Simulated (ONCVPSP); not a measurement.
## Reading a pseudo-wave (B (Z = 5))

Columns: radius, all-electron u(r) and pseudo u(r) of the 2s shell (level -9.36 eV) of boron in the configuration [He] 2s2 2p1; PBEsol, non-relativistic, ONCV scheme, ONCVPSP 4.0.1.

| r (bohr) | all-electron | pseudo |
| --- | --- | --- |
| 0.168 | -0.3055 | 0.0633 |
| 0.335 | -0.1760 | 0.1384 |
| 0.503 | 0.0581 | 0.2354 |
| 0.670 | 0.2810 | 0.3487 |
| 0.838 | 0.4611 | 0.4745 |
| 1.005 | 0.5908 | 0.5914 |
| 1.172 | 0.6743 | 0.6743 |
| 1.340 | 0.7194 | 0.7194 |
| 1.508 | 0.7339 | 0.7339 |
| 1.675 | 0.7258 | 0.7258 |
| 1.842 | 0.7017 | 0.7017 |
| 2.010 | 0.6667 | 0.6667 |
| 2.178 | 0.6249 | 0.6249 |
| 2.345 | 0.5798 | 0.5798 |
| 2.512 | 0.5334 | 0.5334 |
| 2.680 | 0.4869 | 0.4869 |
| 2.848 | 0.4418 | 0.4418 |
| 3.015 | 0.3991 | 0.3991 |
| 3.182 | 0.3590 | 0.3590 |
| 3.350 | 0.3216 | 0.3216 |
| 3.518 | 0.2872 | 0.2872 |
| 3.685 | 0.2561 | 0.2561 |
| 3.852 | 0.2278 | 0.2278 |
| 4.020 | 0.2021 | 0.2021 |
| 4.188 | 0.1790 | 0.1790 |
| 4.355 | 0.1585 | 0.1585 |

(1) How many radial nodes do the two functions have?

(2) At about which radius was the pseudo-wave matched?

(3) Is the pseudo-wave norm-conserving?

Answers

(1) The all-electron 2s function has n − l − 1 = 1; the pseudo-wave has 0, since the states of the same l below it are removed with the core.

(2) 1.15 bohr, where the columns begin to agree (steps of 0.17 bohr).

(3) Yes: the ONCV scheme keeps the norm inside the radius equal to the all-electron one, which fixes the energy derivative of the logarithmic derivative at the level.
